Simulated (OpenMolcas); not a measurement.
# 4f ions of charge +4 along the row

```json
{
 "Program": "OpenMolcas",
 "Method": "MS-CASPT2, IPEA 0.25 Eh, imaginary shift 0.1 Eh",
 "Basis": "ANO-R3",
 "Scalar Hamiltonian": "X2C, finite nucleus",
 "Spin-orbit coupling": "RASSI with atomic mean-field integrals over the reference wave functions, term energies averaged over their components"
}
```

Active space: the 4f shell; CASPT2 also correlates the outermost closed s and p core shells.

ζ = ±2S·A comes from the whole width of the ground multiplet by E(J) = (A/2) J(J+1), where its levels are at least 85 % pure. Energies in cm-1.

| Ion | Configuration | Lowest level | Weight (%) | g | g, pure LS | Next level | E | ζ |
| --- | --- | --- | --- | --- | --- | --- | --- | --- |
| Pm4+ | 4f³ | ⁴I°_9/2 | 96 | 0.733 | 0.727 | ⁴I°_11/2 | 2580 | 1251 |
| Sm4+ | 4f⁴ | ⁵I₄ | 97 | 0.606 | 0.599 | ⁵I₅ | 2030 | 1371 |
| Eu4+ | 4f⁵ | ⁶H°_5/2 | 95 | 0.299 | 0.284 | ⁶H°_7/2 | 1413 | 1560 |
| Gd4+ | 4f⁶ | ⁷F₀ | 91 |  |  | ⁷F₁ | 543 | 1917 |
| Dy4+ | 4f⁸ | ⁷F₆ | 95 | 1.493 | 1.501 | ⁷F₅ | 2560 | 1999 |
| Ho4+ | 4f⁹ | ⁶H°_15/2 | 93 | 1.325 | 1.334 | ⁶H°_13/2 | 4300 | 2295 |
| Er4+ | 4f¹⁰ | ⁵I₈ | 93 | 1.241 | 1.251 | ⁵I₇ | 6150 | 2435 |
| Tm4+ | 4f¹¹ | ⁴I°_15/2 | 97 | 1.196 | 1.200 | ⁴I°_13/2 | 7770 |  |

The computed ζ goes from 1251 (Pm4+) to 2435 cm-1 (Er4+), a factor of 1.95, rising at every step.

Term energies are means over components that CASPT2 splits; among the low terms the widest spread is 800 cm-1 (4f⁴ ⁵I, Sm4+). High states are left out of the spin-orbit mixing, which shifts the levels that they would mix with. The CASPT2 spread within a term exceeds the gap to the next term for 4f³ ⁴S° and 4f³ ⁴F°, 4f³ ⁴G° and 4f³ ²K°, so the order of their levels is uncertain, and so are names and mixing where such terms share a J (figures for Pm4+; the like holds for Sm4+, Ho4+, Tm4+). Blocks of more than 70 roots (2S+1 = 2 odd) ran without multistate coupling (holds for Pm4+; Tm4+). Blocks of more than 70 roots (2S+1 = 3 even, 1 even) ran without multistate coupling (holds for Sm4+; Er4+). Blocks of more than 70 roots (2S+1 = 4 odd, 2 odd) ran without multistate coupling (holds for Eu4+; Ho4+). Blocks of more than 70 roots (2S+1 = 5 even, 3 even) ran without multistate coupling (holds for Gd4+; Dy4+). Terms from blocks run as CI alone lack orbitals of their own (holds for Gd4+). Only configurations of the active space appear.

° marks odd parity.
